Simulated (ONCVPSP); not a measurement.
Configuration tests for Mn (ONCV)

- Element: Mn (Z = 25)
- Generator: ONCVPSP 4.0.1
- Type: optimised norm-conserving Vanderbilt (ONCV)
- Functional: revPBE
- Relativity: fully relativistic
- Frozen core: [Ne]
- Valence charge: 15
- Reference configuration: 3s2 3p6 3d5 4s2
- Partial waves: 3s+4s: rc 1.65 bohr, ncon 4, nbas 7, qcut 6.6 1/bohr, 2 projectors; 3p: rc 1.15 bohr, ncon 4, nbas 7, qcut 9.5 1/bohr, 2 projectors, debl 3.5 Ha; 3d: rc 1.05 bohr, ncon 5, nbas 10, qcut 12.9 1/bohr, 3 projectors, debl 1.3 Ha
- Local potential: polynomial inside 0.80 bohr (lpopt 1, dvloc0 1 Ha)
- Core correction: none

Open shells are filled in proportion to 2j + 1.

Energies are relative to the spin-unpolarised reference configuration 3s2 3p6 3d5 4s2; without spin polarisation the order of configurations can differ from experiment.

(1) Give the all-electron excitation energy and the error of the potential for: 3s2 3p6 3d5 4s1; 3s2 3p6 3d5 4s0; 3s2 3p6 3d4 4s0; 3s2 3p6 3d3 4s0.

Results:

(1)

```
valence configuration  charge  ΔE all-electron (eV)  error AE − PS (meV)
      3s2 3p6 3d5 4s1      +1                 8.331                 +0.6
      3s2 3p6 3d5 4s0      +2                23.772                 +3.2
      3s2 3p6 3d4 4s0      +3                56.185                 -1.2
      3s2 3p6 3d3 4s0      +4               106.852                  +35
```
